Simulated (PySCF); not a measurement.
Compound: C3H10OSi.
Geometry (PBE0-D3(BJ)/def2-SVP, Å), atoms numbered from 1 in this order:
```xyz
15
C3H10OSi angstrom
C      2.337    1.043    0.226
C      1.453   -0.178    0.326
O      0.136    0.167   -0.020
Si    -1.149   -0.895   -0.027
C     -2.658    0.068   -0.545
H      3.376    0.797    0.494
H      1.978    1.832    0.904
H      2.324    1.444   -0.798
H      1.832   -0.975   -0.344
H      1.489   -0.587    1.355
H     -1.330   -1.488    1.340
H     -0.876   -2.024   -0.976
H     -3.544   -0.585   -0.564
H     -2.520    0.495   -1.549
H     -2.851    0.893    0.157
```

Level: wB97X-D/def2-SVPD in PySCF, non-relativistic, on one gas-phase PBE0-D3(BJ)/def2-SVP geometry that isn't relaxed in the solvent. The solvent is an IEF-PCM continuum (cavity from Bondi-type radii × 1.2), and excitations are vertical TDDFT with non-equilibrium linear response and a frozen core. The model holds no explicit solvent molecules, cavitation or dispersion.

```csv
run,E − E(gas) (kJ/mol),HOMO (eV),HOMO–LUMO gap (eV),dipole (D),lowest singlet (eV),static polarisability (au)
gas,0.00,-9.79,12.09,0.28,7.45,69.5
P,-9.30,-9.83,12.17,0.53,7.50,90.6
Q,-3.54,-9.79,12.12,0.34,7.45,76.9
```

The runs were made in cyclohexane and methanol. Which run belongs to which solvent?

P = methanol, Q = cyclohexane. The dielectric constants are 2.017 (cyclohexane), 32.61 (methanol), and the energy falls further as ε rises. The optical constants n² used for the excitations are 2.04, 1.77 in the same order. In this model the ground state sees the solvent through ε alone.

How constant is the ratio of the lowering to (ε − 1)/(2ε + 1)?

```csv
solvent,(ε − 1)/(2ε + 1),E − E(gas) (kJ/mol),ratio (kJ/mol),polarisation term (kJ/mol)
cyclohexane,0.202,-3.54,-17.5,-3.70
methanol,0.477,-9.30,-19.5,-10.55
```

The ratio changes by +11.0 % in size from cyclohexane to methanol. The polarisation term is half the interaction of the solute with the induced surface charges.

On an Arm Neoverse V2 with one thread, shared host, this took 22 s wall and 0.85 GiB of memory at its peak. This is the whole response run at wB97X-D/def2-SVPD in methanol, SCF included.

Note: wB97X-D ran without an empirical dispersion term, which enters the total energy and its gradient alone.
